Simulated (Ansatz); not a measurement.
The cluster WO3⁺, relaxed as a doublet with UKS PBE0-D4/def2-TZVP in Ansatz, starting from the PBE0-D4/def2-TZVP geometry of the neutral singlet. Force threshold 0.02 eV/Å.

In the def2 sets W takes a core potential; there is no spin–orbit coupling. The relaxation made no stability test and no search for a lower SCF solution. No other spin state of charge 1 was run. The structure comes from a short search, and lower isomers may exist.

Start:

| atom | x (Å) | y (Å) | z (Å) |
| --- | --- | --- | --- |
| W1 | -0.363 | 0.067 | -0.290 |
| O2 | -0.864 | -0.659 | 1.181 |
| O3 | 0.406 | 1.549 | 0.102 |
| O4 | 0.821 | -0.957 | -0.993 |

```tsv
step	energy (eV)	largest force component (eV/Å)	SCF passes
1	-7953.4415	3.994	96
2	-7953.6495	1.617	42
3	-7953.6913	0.293	37
4	-7953.6948	0.092	31
5	-7953.6950	0.014	36
6	-7953.6958	0.283	49
7	-7953.6995	0.200	43
8	-7953.7009	0.223	43
9	-7953.7038	0.341	41
10 (rejected)	-7953.3918	4.663	51
11	-7953.7068	0.350	41
12 (rejected)	-7953.5969	2.802	51
13 (rejected)	-7953.6836	1.457	49
14	-7953.7149	0.196	44
15 (rejected)	-7953.7077	0.842	50
16	-7953.7182	0.103	47
17	-7953.7188	0.171	48
18	-7953.7194	0.060	40
19	-7953.7195	0.020	40
20	-7953.7195	0.010	38
```

Force components are those of the run's own axes.

End:

```xyz
4

W    -0.457    0.116   -0.302
O    -0.817   -0.641    1.154
O     0.415    1.492    0.109
O     0.858   -0.967   -0.962
```

By distances, no bond broke or formed. The bond that changes most is W1–O4, from 1.72 to 1.83 Å (atoms count from 1).

The force fell under the threshold at step 5, but the optimiser went on and released 0.025 eV more. No frequencies were taken in this run, so the end may be a saddle point.

Run time 35 s (4 threads of Arm Neoverse V2 on a shared host).
